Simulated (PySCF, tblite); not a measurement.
A set of runs on `C1(B)=[C]C1` [radical]; the geometry of each is named by its level. Settings lines and outputs come from a driver script.

Species: C3H4B (doublet state).
SMILES with atom numbers: `[BH2:1][C:2]1=[C:3][CH2:4]1` (hydrogens: H5, H6 on B1; H7, H8 on C4)

Step 1: GFN2-xTB geometry optimisation, gas phase (tblite 0.8.0) (from a force-field or distance-geometry start)
```json
{"job": {"kind": "relax", "xc": "GFN2-xTB", "basis": "xTB"}, "charge": 0, "multiplicity": 2}
```
```
step      E/eV     max force
  0    -257.04964    5.636
  1    -257.78843    4.765
  2    -258.03044    3.743
...
 23    -258.31697    0.029
 24    -258.31703    0.040
 25    -258.31708    0.032
 26    -258.31710    0.013
 27    -258.31711    0.006
```

Energy lowered by 29.2 kcal/mol over 27 steps; largest atomic force 0.006 eV/Å at the end. «max force» is the largest atomic force in eV/Å.

On an Arm Neoverse V1 with one thread, on a shared host, this took under 0.1 s wall.

Step 2: GFN2-xTB harmonic vibrations, gas phase (tblite 0.8.0) (on the GFN2-xTB geometry)
```json
{"job": {"kind": "ir", "xc": "GFN2-xTB", "basis": "xTB"}, "charge": 0, "multiplicity": 2}
```
```
(table of modes left out)
```

18 modes from 136 to 3038 cm⁻¹ (unscaled, harmonic); zero-point energy 33.4 kcal/mol; all wavenumbers are real at this level.

Hardware: Arm Neoverse V1, one thread, no GPU (shared host). Cost: 0.1 s of wall time.

Step 3: UKS B3LYP, pcH-1 on B C H, non-relativistic, mean-field spin-orbit, GIAO (PySCF 2.14.0) (on the GFN2-xTB geometry)
```json
{"job": {"kind": "epr", "basis": "pcH-1"}, "charge": 0, "multiplicity": 2}
```
```
...
E = -141.40458129 Eh   <S^2> = 0.7569 (exact 0.7500)
g shifts (ppm)      1          2          3
  rmc          -160       -160       -160
  gc              7         17         -8
  oz_so       -1118        354       2133
  total       -1272        211       1965
hyperfine (MHz)  atom isotope    a_iso     a_fc   dipolar eigenvalues
    0   11B      -3.57      -3.57     -3.59      0.42      3.17
    1   13C      28.64      28.64    -24.09    -10.16     34.25
    2   13C     390.86     390.86    -53.72    -37.72     91.44
    3   13C      26.63      26.63    -34.31    -32.27     66.58
    4    1H      38.24      38.24     -2.01     -0.89      2.90
    5    1H      24.07      24.07     -2.25     -1.42      3.67
    6    1H     -15.90     -15.90    -15.79     -3.45     19.24
    7    1H     -16.00     -16.00    -15.80     -3.44     19.23
```

⟨S²⟩ 0.757; g_iso 2.0026. rmc, gc and oz_so are the mass-correction, gauge-correction and orbital-Zeeman/spin–orbit parts of the g shift along its three principal axes; a_iso is the isotropic hyperfine coupling and a_fc its Fermi-contact part. The log counts atoms from 0, this text from 1.

Time: 11 s (grids of density and orbitals included); peak memory 0.47 GiB. Hardware: one thread, Arm Neoverse V1 (aarch64), shared host.

Geometry of the electronic-property runs (GFN2-xTB):
```
atom  x, y, z in Å
B1     1.4416    0.0456    0.5490
C2    -0.0084   -0.2453    0.3966
C3    -1.1945   -0.7335    0.6592
C4    -1.2643    0.0423   -0.5762
H5     2.0293   -0.3816    1.4649
H6     1.9858    0.7031   -0.2531
H7    -1.2892   -0.4582   -1.5357
H8    -1.6913    1.0370   -0.5737
```

 (This holds for the electronic-property runs.)

One conformer stands for the species.
